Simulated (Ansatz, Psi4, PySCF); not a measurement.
C3H5O (SMILES [CH2-]C(C)=O), charge -1, singlet, at a GFN2-xTB geometry (in this run its highest filled SCF level lies above zero, so its values depend strongly on the basis, on diffuse functions most of all). Base run: PySCF with B3LYP/STO-3G.

The PySCF input:
```python
from pyscf import gto, scf, dft

mol = gto.M(
    atom='''
O    -0.67653394    0.12080852    1.21849510
C    -0.06126888    0.12894007    0.10847307
C     0.32612189    1.21183915   -0.61146032
C     0.29018244   -1.25671085   -0.49963221
H     0.90307626   -1.82217287    0.20553908
H     0.12514782    2.21732524   -0.26908379
H     0.85011731    1.12295012   -1.55489426
H     0.83013761   -1.16372880   -1.44247163
H    -0.62642017   -1.82525203   -0.67133345
''',
    basis='sto-3g',
    charge=-1,
    verbose=4,
)

mf = dft.RKS(mol)
mf.xc = 'b3lyp'
mf.kernel()
```

The same geometry, method and basis name were run in Ansatz (a quantum-chemistry and plane-wave program) and Psi4 and PySCF, at each program's defaults and at the settings that a row names. The base is PySCF at its defaults. Differences at the defaults can come from grids, fitting, cores and function types together.

```tsv
code and settings	ΔE vs base (mEh)	basis functions	E (Eh)	SCF cycles
PySCF, defaults (exact integrals, its default grid, spherical functions)	0.000	25	-189.89612	9
Psi4, defaults (density fitting with its default set, its default grid, spherical functions)	-1.171	25	-189.89729	8
Ansatz, defaults (factorised integrals, its default grid, spherical functions)	0.001	25	-189.89612	-
PySCF, density fitting with def2-universal-jkfit	-1.168	25	-189.89728	9
PySCF, fine grid	0.000	25	-189.89612	9
Psi4, exact integrals, spherical functions, fine grid	0.000	25	-189.89612	11
Ansatz, high accuracy	0.000	25	-189.89612	-
```
